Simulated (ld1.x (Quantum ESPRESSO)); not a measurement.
## Before and after: TM potential for tellurium (Te)

- Element: Te (Z = 52)
- Generator: ld1.x (Quantum ESPRESSO) 7.5
- Type: norm-conserving Troullier–Martins (Kleinman–Bylander form)
- Functional: BP86
- Relativity: scalar-relativistic
- Frozen core: [Kr]
- Valence charge: 16
- Reference configuration: 4d10 5s2 5p4
- Partial waves: 5s (bound): rc 1.60 bohr; 5p (bound): rc 2.10 bohr; 4d (bound): rc 1.00 bohr; 4f channel at 0.15 Ry: rc 1.65 bohr
- Local potential: all-electron potential smoothed inside 1.20 bohr (lloc = -2)
- Core correction: a·sin(br)/r model core inside 1.00 bohr

Change: reference 4d10 5s2 5p2.

Cutoffs: the cutoffs (Ry, on a coarse ladder) from which the occupation-weighted sum of valence levels, in a spherical-Bessel basis at the reference potential, stays within 10 and 1 mRy of its value at 400 Ry; they do not see the model core or the augmentation charge, which bear on the density cutoff. Errors are all-electron minus pseudo energies relative to the spin-unpolarised reference configuration.

Task: What does the change do?

Result: The potential gets neither clearly harder nor softer (120 Ry and 200 Ry → 120 Ry and 200 Ry); both files keep a bound ghost (s); the range in which the s phases agree narrows (upper end 4.2 → 2.8); the range in which the p phases agree narrows (upper end 0.5 → -0.6).

| quantity | base | changed |
| --- | --- | --- |
| cutoff, loose | 120 Ry | 120 Ry |
| cutoff, tight | 200 Ry | 200 Ry |
| loose cutoff by channel (10 mRy a level) | s 25 Ry, p 10 Ry, d 100 Ry | s 30 Ry, p 12 Ry, d 100 Ry |
| bound ghosts | s | s |
| largest error over its own tests, meV | -144 | -482 |
| s: phases at 2.29 bohr within 0.05 rad from the reference energy up to (Ry; the scan ends near 5) | 4.2 | 2.8 |
| p: phases at 2.29 bohr within 0.05 rad from the reference energy up to (Ry; the scan ends near 5) | 0.5 | -0.6 |
| d: phases at 2.29 bohr within 0.05 rad from the reference energy up to (Ry; the scan ends near 5) | to the end of the scan | to the end of the scan |
| f: phases at 2.29 bohr within 0.05 rad from the reference energy up to (Ry; the scan ends near 5) | 3.7 | 2.7 |

 A true bound ghost makes a file unfit for plane-wave use even where its test errors are small: the radial tests pick states by their node count and pass the ghost by.
